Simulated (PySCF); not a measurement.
Sc(Cl)3 cation (Cl3Sc), SMILES [Cl][Sc]([Cl])[Cl] (connectivity only; charge and spin as stated), charge +1, multiplicity 2. Atoms are numbered in the order given.

```xyz
4

Sc    -0.3380    -0.6724     0.0000
Cl     1.3368     0.2217     1.3927
Cl    -2.2561     0.3872     0.0000
Cl     1.3368     0.2217    -1.3927
```
Charge +1, spin multiplicity 2.

Coordinates come from a B3LYP-D3(BJ)/def2-SVP optimisation. The multiplicity is an assumed one; other spin states were not compared. The isomer is the one that the SMILES or the coordinates give; other isomers of the formula were not compared.

Calculation: TDA-CAM-B3LYP/def2-SVPD run with PySCF.

Vertical excitations. 

| state | energy (eV) | λ (nm) | f | main pairs |
|---|---|---|---|---|
| root 1 | 1.16 | 1066 | 0.000 | β HOMO→LUMO 53 %, β HOMO−2→LUMO 46 % |
| root 2 | 1.95 | 635 | 0.000 | β HOMO−5→LUMO 48 %, β HOMO−4→LUMO 32 %, β HOMO−1→LUMO 18 % |
| root 3 | 2.36 | 526 | 0.001 | β HOMO−6→LUMO 91 % |
| root 4 | 2.50 | 495 | 0.026 | β HOMO−3→LUMO 50 %, β HOMO−7→LUMO 37 % |
| root 5 | 3.07 | 404 | 0.028 | β HOMO−1→LUMO 76 % |
| root 6 | 3.16 | 393 | 0.002 | β HOMO−2→LUMO 48 %, β HOMO→LUMO 43 %, β HOMO−6→LUMO 7 % |
| root 7 | 3.44 | 360 | 0.106 | β HOMO−3→LUMO 35 %, β HOMO−7→LUMO 33 %, β HOMO−4→LUMO 11 %, β HOMO−5→LUMO 5 % |
| root 8 | 3.99 | 311 | 0.005 | β HOMO−4→LUMO 43 %, β HOMO−5→LUMO 31 %, β HOMO−7→LUMO 22 % |
| root 9 | 4.47 | 277 | 0.000 | α HOMO−1→LUMO 26 %, α HOMO→LUMO+1 6 %, β HOMO−1→LUMO+1 31 %, β HOMO→LUMO+2 6 % |
| root 10 | 4.57 | 271 | 0.000 | α HOMO→LUMO 24 %, α HOMO−1→LUMO+1 6 %, β HOMO→LUMO+1 43 %, β HOMO−1→LUMO+2 7 % |
Unrestricted roots are not spin-pure.
